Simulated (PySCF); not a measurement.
Electron correlation in Os+ (osmium, charge +1)

[Xe] 4f14 5d6 6s1, high-spin 6D determinant. All numbers are calculated (PySCF 2.14, a scalar-relativistic core potential, in cc-pVTZ-PP with ECP60MDF (5s5p4d2f1g, 63 functions)). Frozen: 5s2 5p6; 7 electrons correlated.

MP2 pair energies summed by pair of shells (mhartree):

```json
{"pair": "5d-5d", "energy": "-98.36", "share (%)": "76.0"}
{"pair": "5d-6s", "energy": "-31.06", "share (%)": "24.0"}
```

Total MP2 correlation energy: -129.43 mhartree.

Same-spin part -76.74 and opposite-spin part -52.69 mhartree; SCS-MP2 scales them by 1/3 and 6/5 to -88.80 mhartree.
